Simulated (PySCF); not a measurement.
# Static response to an electric field

Compound: C4H2F3NO.
Geometry (PBE0-D3(BJ)/def2-SVP, Å), atoms numbered from 1 in this order:
```
atom  x, y, z in Å
N1     3.748    0.103   -0.974
C2     2.701   -0.253   -0.623
C3     1.430   -0.705   -0.189
C4     0.354    0.094   -0.175
F5     0.383    1.335   -0.607
O6    -0.820   -0.287    0.320
C7    -1.990    0.301   -0.148
F8    -2.943   -0.103    0.671
F9    -2.245   -0.147   -1.378
H10    1.312   -1.730    0.165
H11   -1.926    1.400   -0.162
```

Level: wB97X-D/def2-SVPD (PySCF), static field, nuclei fixed, core orbitals frozen in the response. The polarisability tensor in these axes (au):

```
x   92.95 -3.44 -8.33
y   -3.44 49.86 -2.07
z   -8.33 -2.07 45.21
```

Q: What are the eigenvalues, a third of the trace, and Δα (Δα² = ½Σ(αi − αj)² over the three pairs)?

A: Principal values 42.80, 50.64 and 94.57 au; mean 62.67 au = 9.29 Å³ = 10.33 × 10⁻⁴⁰ C²·m²/J; Δα = 48.33 au (77 % of the mean).

Q: What is the dipole moment, and where does it point?

A: (-3.44, 0.06, 1.28) D, 3.67 D in size, pointing from the negative to the positive side. Measured along this direction, the outermost atoms are N1 at the negative end and F8 at the positive end.

Q: Along which axes do the principal values lie, and how far do the nuclei extend along each?

A: Largest value along (0.98, -0.07, -0.16), where the nuclei span 6.84 Å; middle along (0.00, 0.93, -0.36), 3.13 Å; least along (0.18, 0.36, 0.92), 1.77 Å. The response follows the extents in order.

Q: In a dilute gas of rigid molecules at 250 K, how does the orientational term μ²/3kT compare with the electronic polarisability?

A: In Gaussian units μ²/3kT = 130.20 Å³ against 9.29 Å³, a ratio of 14.02; the Debye molar polarisation (4π/3)N_A(α + μ²/3kT) is 351.9 cm³/mol, leaving out the vibrational part.

Q: What molar refraction does this α imply?

A: Lorentz–Lorenz: R = (4π/3)N_A α = 2.5225 cm³/(mol·Å³) × 9.29 Å³ = 23.4 cm³/mol, in the limit of long wavelengths.

The structure is a single PBE0-D3(BJ)/def2-SVP conformer in the gas phase; no vibrational or solvent corrections.
